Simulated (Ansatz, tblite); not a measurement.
Removing and adding an electron: Al₆Ga. Total charge 0; doublet. Geometry: PBE0-D4/def2-SVP. Ansatz, gas phase; energy differences of separate SCF runs; the oxidised species is a singlet (the triplet lies 0.74 eV higher at PBE0-D4/def2-TZVP); the reduced species is a triplet (the singlet lies 0.10 eV higher at PBE0-D4/def2-TZVPD).

```xyz
7

Ga   -1.615   -1.074   -0.693
Al    0.979   -1.888    0.181
Al    0.729   -0.465   -1.980
Al   -0.173    2.033    1.556
Al   -0.816    1.326   -0.907
Al   -0.701   -0.547    1.606
Al    1.596    0.615    0.236
```

The xTB rows come from tblite. The structure comes from a short search, and lower isomers may exist.

```tsv
level	−HOMO (eV)	vertical IE (eV)	−LUMO (eV)	vertical EA (eV)	HOMO–LUMO gap (eV)
GFN2-xTB	–	8.90	–	–	–
PBE0-D4/def2-TZVP	5.01	6.34	3.06	–	1.95
PBE0-D4/def2-TZVPD	5.00	–	3.05	1.85	1.95
```

(1) Estimate the rows for PBE-D4/def2-TZVP, PBE-D4/def2-TZVPD.

Answers

(1) 
| level | −HOMO (eV) | vertical IE (eV) | −LUMO (eV) | vertical EA (eV) | HOMO–LUMO gap (eV) | remarks |
| --- | --- | --- | --- | --- | --- | --- |
| PBE-D4/def2-TZVP | 4.29 | 6.26 | 3.57 | – | 0.72 | – |
| PBE-D4/def2-TZVPD | 4.28 | – | 3.56 | 1.77 | 0.72 | HOMO above zero (-1 triplet) |

Run but left out: HF/def2-TZVP, HF/def2-TZVPD (doublet: ⟨S²⟩ 2.14 to 2.15, where a pure state has 0.75).   A HOMO above zero means that the electron is unbound at that level or that self-interaction error raises the level; the energy of removing that electron tells which. HOMO and LUMO are the levels of the spin that leaves or enters (xTB has no such levels and no spin-polarisation term). Other spin states of the ions may lie lower, which would lower the ionisation energy or raise the affinity. Raw xTB energy differences between charge states are shifted by several eV; the methods need an empirical correction for them.
